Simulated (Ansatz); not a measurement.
Conformers of CH₈F₂N₂Si₂ (`N[SiH2]C[Si](N)(F)F`), each relaxed with PBE0-D4/def2-TZVP in Ansatz. CBS adds the triple-zeta coupled-cluster correction to the MP2 limit.

Not all of them had a frequency check.

Conformer A:

Cartesian coordinates in Å:
```
N 1.999 -0.632 1.265
Si 1.711 -0.545 -0.426
C 0.221 0.558 -0.714
Si -1.372 -0.048 -0.033
N -2.608 1.099 -0.112
F -1.892 -1.342 -0.797
F -1.107 -0.580 1.456
H 2.890 -0.957 1.603
H 1.249 -0.922 1.873
H 1.449 -1.844 -1.115
H 2.929 0.045 -1.044
H 0.447 1.536 -0.273
H 0.090 0.706 -1.791
H -2.434 2.073 0.068
H -3.573 0.853 0.038
```

Conformer B:

Z-matrix (Å, degrees):
```
Si
C 1 1.874
N 1 1.732 2 108.0
H 1 1.486 2 111.4 3 115.9
H 1 1.493 2 109.0 3 -125.4
Si 2 1.841 1 113.1 3 -19.8
H 2 1.094 1 109.7 3 101.9
H 2 1.094 1 108.6 3 -140.9
H 3 1.009 1 118.4 2 167.7
H 3 1.010 1 118.4 2 -55.2
N 6 1.687 2 114.0 1 -49.9
F 6 1.602 2 105.9 1 75.9
F 6 1.592 2 111.8 1 -170.4
H 11 1.006 6 121.6 2 -148.9
H 11 1.008 6 118.6 2 61.3
```

(1) Which is lowest in electronic energy at CCSD(T)/CBS (frozen core, def2 sets), and by how much? (Best estimate.)

(2) Give the energies relative to B (kJ/mol) with PBE0-D4/def2-TZVPP, PBE/def2-TZVPP, PBE0/def2-TZVPP, B3LYP/def2-TZVPP, MP2/def2-TZVPP, CCSD(T)/def2-TZVPP, HF/def2-QZVPP. (Best estimate.)

## Answers

(1) Ansatz gave: B; A lies 4.8 kJ/mol higher.

(2) The calculation gave: 
```json
{"level": "PBE0-D4/def2-TZVPP", "A": "6.3"}
{"level": "PBE/def2-TZVPP", "A": "4.8"}
{"level": "PBE0/def2-TZVPP", "A": "4.5"}
{"level": "B3LYP/def2-TZVPP", "A": "2.3"}
{"level": "MP2/def2-TZVPP", "A": "5.9"}
{"level": "CCSD(T)/def2-TZVPP", "A": "5.6"}
{"level": "HF/def2-QZVPP", "A": "-0.7"}
```

B3LYP here is the variant with VWN-RPA as its local correlation; programs differ in this.
